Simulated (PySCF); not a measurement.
# Broadened absorption spectrum of CH8N2Si2

CH8N2Si2.
SMILES: `CN1[SiH2]N[SiH2]1`

Theory: TDDFT CAM-B3LYP/def2-SVPD, vertical, gas phase, core orbitals frozen in the response (PySCF 2.14.0, density-fitted response routines). Isolated species at its GFN2-xTB geometry, gas phase.

Computed states:

| state | E (eV) | f |
| --- | --- | --- |
| S1 | 4.89 | 0.0041 |
| S2 | 5.58 | 0.0061 |
| S3 | 6.15 | 0.011 |
| S4 | 6.57 | 0.0017 |
| S5 | 6.86 | 0.012 |
| S6 | 6.99 | 0.016 |
| S7 | 7.11 | 0.0001 |
| S8 | 7.23 | 0.0000 |

Each state is given a Gaussian of 0.3 eV full width at half maximum, with ε(max) = 2.175×10⁸ f / Δν̃ (Δν̃ the width in cm⁻¹). The cross-section is σ = 3.8235×10⁻²¹ ε cm², given in Mb (10⁻¹⁸ cm²). The width is an assumption, not a result. The curve ends short of the highest state used, and states not computed would add to its high-energy end.

(1) Give the broadened spectrum and its maxima.

(2) On this curve, what absorbance would a 10⁻⁵ mol/L sample give at 248 nm over a 1 cm path?

(3) Coming from long wavelengths, where does ε first pass 100 L mol⁻¹ cm⁻¹?

Results:

(1) 
```tsv
E (eV)	σ (Mb)
4.44	0.00
4.48	0.01
4.52	0.02
4.56	0.05
4.60	0.10
4.64	0.20
4.68	0.36
4.72	0.58
4.76	0.84
4.80	1.10
4.84	1.31
4.88	1.41
4.92	1.38
4.96	1.23
5.00	0.98
5.04	0.72
5.08	0.47
5.12	0.28
5.16	0.16
5.20	0.10
5.24	0.09
5.28	0.14
5.32	0.25
5.36	0.45
5.40	0.75
5.44	1.11
5.48	1.51
5.52	1.85
5.56	2.06
5.60	2.07
5.64	1.89
5.68	1.57
5.72	1.18
5.76	0.83
5.80	0.57
5.83	0.46
5.87	0.47
5.91	0.66
5.95	1.05
5.99	1.61
6.03	2.28
6.07	2.94
6.11	3.45
6.15	3.66
6.19	3.53
6.23	3.08
6.27	2.46
6.31	1.81
6.35	1.26
6.39	0.89
6.43	0.70
6.47	0.65
6.51	0.70
6.55	0.83
6.59	1.06
6.63	1.42
```

Maxima: 253 nm (4.89 eV), ε about 370, made up of S1 (100%); 222 nm (5.58 eV), ε about 550, made up of S2 (100%); 201 nm (6.16 eV), ε about 960, made up of S3 (100%) (ε in L mol⁻¹ cm⁻¹; maxima over ε = 5, shares over 10%). At its high-energy end, 6.63 eV, the curve is still rising (ε about 370, from S4 and S5).

(2) 248 nm is 4.999 eV, where ε is about 260 L mol⁻¹ cm⁻¹, so A = ε c l ≈ 0.0026 (Beer–Lambert, with the gas-phase spectrum and the assumed width).

(3) At about 265 nm (4.68 eV), 0.21 eV below S1.
